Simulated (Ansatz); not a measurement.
`[OH][Ge]([OH])([F])[SiH3]` + H₂ → `[OH][GeH]([F])[SiH3]` + H₂O at 400 K and 1 bar (hydrogenolysis of a Ge–O bond).

Gas-phase electronic energies from Ansatz, PBE0-D4/def2-TZVP geometries. CCSD(T)/CBS is the MP2 limit (def2-TZVPP, def2-QZVPP) plus CCSD(T) − MP2 in def2-TZVPP, frozen cores. This one scheme is used for every species. For Ge outer-core shells are correlated without core-valence functions, which leaves a few kJ/mol of doubt a bond. Scalar relativity is left out up to krypton. Each species was taken in one conformer, which may not be the lowest.

| species | CCSD(T)/CBS energy (Eh) | H − E (kJ/mol) | S (J/(mol·K)) |
| --- | --- | --- | --- |
| `[OH][Ge]([OH])([F])[SiH3]` | -2618.44032 | 184.4 | 430.4 |
| H₂ | -1.17544 | 38.0 | 139.0 |
| `[OH][GeH]([F])[SiH3]` | -2543.22347 | 162.5 | 392.1 |
| H₂O | -76.37941 | 69.8 | 198.6 |

H − E and S are ideal-gas, rigid-rotor, harmonic terms from PBE0-D4/def2-TZVP, for one conformer and one mirror image of each species. For small species the MP2-based limit differs from directly extrapolated CCSD(T) by up to some mEh (0.8 for H₂); such offsets cancel only in part. 1 Eh = 2625.50 kJ/mol, R = 8.31446 J/(mol·K).

Task: By hand: ΔE, ΔH, ΔS and ΔG.

Result: ΔE = (-2543.22347) + (-76.37941) − (-2618.44032) − (-1.17544) = 0.01288 Eh = 33.8 kJ/mol. Δ(H − E) = 162.5 + 69.8 − 184.4 − 38.0 = 9.9, so ΔH = 43.7 kJ/mol. ΔS = 392.1 + 198.6 − 430.4 − 139.0 = 21.3 J/(mol·K). ΔG = 43.7 − 400 × (21.3)/1000 = 35.2 kJ/mol.

Task: By hand: the equilibrium constant, and the temperature at which ΔG would vanish if ΔH and ΔS stayed fixed.

Result: log₁₀ K = −ΔG/(RT ln 10) = -4.6. ΔG = 0 at ΔH/ΔS = 2052 K.

ΔH outweighs TΔS. A doubt of 5 kJ/mol in ΔE shifts log₁₀ K by 0.7 here. Other conformers and mirror images would add mixing entropy, several J/(mol·K) or more a flexible species. These are equilibria of isolated gas molecules and say nothing of rates. Largest T1 diagnostic: 0.013 (customary marks: 0.02 for closed shells, 0.045 for open ones).
